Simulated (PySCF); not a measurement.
C3H2ClF3. Atoms are numbered in the order given.

```xyz
9

F      0.8781    -2.1214     0.3899
C      1.2293    -0.8447     0.3313
C      0.3983     0.1367    -0.0378
Cl     0.9865     1.7764    -0.0548
C     -1.0485     0.0098    -0.4425
F     -1.3922    -1.2836    -0.6286
F     -1.8496     0.5249     0.5267
H      2.2707    -0.6597     0.6092
H     -1.2421     0.5695    -1.3752
```
Charge 0, spin multiplicity 1.

Geometry: B3LYP-D3(BJ)/def2-SVP. The values are those of a single conformer.

Computed with PBE/def2-TZVP (PySCF).

The molecule is in vacuum.

The total energy is -874.79264 hartree and the highest occupied level is -6.56 eV. The lowest empty level is -1.82 eV and the orbital gap is 4.74 eV. The dipole moment comes out as 1.72 D, the quadrupole, principal values (traceless, Buckingham form, about the centre of nuclear charge) is -4.46, -1.90, 6.36 D·Å and the mean static polarisability is 51.4 bohr³ (7.62 Å³). The polarisability, principal values is 36.3, 52.7, 65.2 bohr³.
